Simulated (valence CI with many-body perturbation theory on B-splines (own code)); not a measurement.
## Level structure of W XLIV

Calculated by configuration interaction combined with many-body perturbation theory (CI+MBPT): three valence electrons over a frozen Dirac-Fock core [Ar] 3d10, radial functions for each j: 11 s, 11 p, 9 d, 7 f, 5 g, 2 h, 1 i, with the one-electron correlation potential Σ1 (screened to all orders), the two-electron term Σ2, the three-electron term Σ3, Breit, model QED; selected single and double excitations, second order for the rest (own B-spline code, finite nucleus).

No measured spectrum was set against this ion. As an estimate, large intervals hold to a few tenths of a per cent, small ones and those within an open d or f shell to about a per cent.

Levels 46 to 67 of 67, with energies above the lowest level, (4s^2 4p1/2) J=1/2. "Leading %" is the weight of the configuration and term that name the level; weights of strongly mixed levels are sums over their largest components and can fall short. In the jj column 3d3/2^4 stands for four electrons in 3d with j = 3/2.

| No. | Configuration | Term | J | E (eV) | Leading % | Second component | Leading jj | g |
| --- | --- | --- | --- | --- | --- | --- | --- | --- |
| 46 | 4p²4d | ²G | 7/2 | 530.75 | 23 | 16 % 4s4p4f ²F | 4s 4p1/2 4f5/2 (56 %) | 1.001 |
| 47 | 4s4p4f | ⁴F | 7/2 | 536.82 | 32 | 24 % 4s4p4f ⁴D | 4s 4p1/2 4f7/2 (88 %) | 1.183 |
| 48 | 4s4p4f | ⁴G | 5/2 | 537.78 | 38 | 21 % 4p²4d ⁴F | 4s 4p1/2 4f5/2 (53 %) | 0.820 |
| 49 | 4p²4d | ⁴F | 3/2 | 537.93 | 25 | 20 % 4s4p4f ⁴F | 4p1/2 4p3/2 4d3/2 (66 %) | 0.837 |
| 50 | 4p²4d | ⁴D | 1/2 | 539.97 | 82 | 15 % 4p²4d ²P | 4p1/2 4p3/2 4d3/2 (99 %) | 0.157 |
| 51 | 4p²4d | ²F | 5/2 | 540.44 | 24 | 15 % 4s4p4f ²D | 4s 4p1/2 4f5/2 (55 %) | 1.052 |
| 52 | 4s4p4f | ⁴F | 3/2 | 542.96 | 35 | 15 % 4s4p4f ²D | 4s 4p1/2 4f5/2 (65 %) | 0.711 |
| 53 | 4s4p4f | ⁴G | 7/2 | 543.44 | 25 | 24 % 4s4p4f ⁴D | 4s 4p1/2 4f7/2 (66 %) | 1.125 |
| 54 | 4s4p4f | ⁴G | 9/2 | 543.51 | 33 | 33 % 4s4p4f ²G | 4s 4p1/2 4f7/2 (93 %) | 1.198 |
| 55 | 4s4p4f | ²F | 5/2 | 545.64 | 27 | 18 % 4s4p4f ⁴F | 4s 4p1/2 4f7/2 (82 %) | 1.070 |
| 56 | 4s4p4f | ²G | 7/2 | 551.93 | 24 | 22 % 4p²4d ²F | 4p1/2 4p3/2 4d3/2 (37 %) | 1.069 |
| 57 | 4p²4d | ²D | 3/2 | 555.65 | 41 | 16 % 4p²4d ²P | 4p1/2 4p3/2 4d3/2 (90 %) | 1.123 |
| 58 | 4p²4d | ⁴P | 1/2 | 557.95 | 38 | 30 % 4p²4d ²P | 4p1/2 4p3/2 4d3/2 (94 %) | 1.783 |
| 59 | 4p²4d | ⁴P | 5/2 | 559.20 | 35 | 21 % 4p²4d ⁴F | 4p1/2 4p3/2 4d3/2 (55 %) | 1.247 |
| 60 | 4p²4d | ⁴D | 7/2 | 561.41 | 41 | 34 % 4p²4d ⁴F | 4p1/2 4p3/2 4d5/2 (89 %) | 1.306 |
| 61 | 4p²4d | ²G | 9/2 | 563.83 | 57 | 34 % 4p²4d ⁴F | 4p1/2 4p3/2 4d5/2 (90 %) | 1.184 |
| 62 | 4p²4d | ²P | 3/2 | 566.25 | 49 | 30 % 4p²4d ⁴P | 4p1/2 4p3/2 4d5/2 (92 %) | 1.400 |
| 63 | 4p²4d | ²D | 5/2 | 567.57 | 44 | 26 % 4p²4d ⁴D | 4p1/2 4p3/2 4d5/2 (90 %) | 1.150 |
| 64 | 4p²4d | ²F | 7/2 | 579.39 | 44 | 27 % 4p²4d ²G | 4p1/2 4p3/2 4d5/2 (74 %) | 1.064 |
| 65 | 4p²4d | ²D | 3/2 | 580.57 | 63 | 15 % 4p²4d ²P | 4p1/2 4p3/2 4d5/2 (92 %) | 0.904 |
| 66 | 4p²4d | ²P | 1/2 | 581.33 | 59 | 33 % 4p²4d ²S | 4p1/2 4p3/2 4d5/2 (94 %) | 1.138 |
| 67 | 4p²4d | ²D | 5/2 | 582.37 | 30 | 23 % 4p²4d ²F | 4p1/2 4p3/2 4d5/2 (70 %) | 1.151 |
